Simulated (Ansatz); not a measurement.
K10. Total charge 0; singlet. Geometry PBE/def2-SVP; atoms count from 1.

```xyz
10

K     1.880    1.423    2.999
K     2.052   -0.348   -1.112
K     5.891    0.761    0.831
K     5.909   -1.069   -3.199
K    -2.048    0.372    1.109
K     2.111   -2.177   -5.163
K    -5.911    1.025    3.206
K    -5.894   -0.669   -0.878
K    -1.882   -1.369   -3.011
K    -2.108    2.052    5.217
```

The restricted singlet is unstable towards broken spin symmetry in Hartree–Fock (as tested in another run); at PBE0/def2-TZVP this wasn't settled. The structure comes from a short search, and lower isomers may exist.

Question: Estimate the Mulliken populations from the PBE0/def2-TZVP orbitals of Ansatz.

Answer: 
```json
{"atom": "K1", "charge (e)": "-0.01"}
{"atom": "K2", "charge (e)": "0.12"}
{"atom": "K3", "charge (e)": "-0.05"}
{"atom": "K4", "charge (e)": "-0.01"}
{"atom": "K5", "charge (e)": "0.12"}
{"atom": "K6", "charge (e)": "-0.05"}
{"atom": "K7", "charge (e)": "-0.01"}
{"atom": "K8", "charge (e)": "-0.05"}
{"atom": "K9", "charge (e)": "-0.01"}
{"atom": "K10", "charge (e)": "-0.05"}
```
Mulliken values and Mayer orders depend strongly on the basis.

Question: And the Mayer bond orders between bonded heavy atoms (over 0.3)?

Answer: K3–K4 0.38 (4.43 Å); K4–K6 0.38 (4.42 Å); K7–K8 0.38 (4.42 Å); K7–K10 0.38 (4.42 Å).
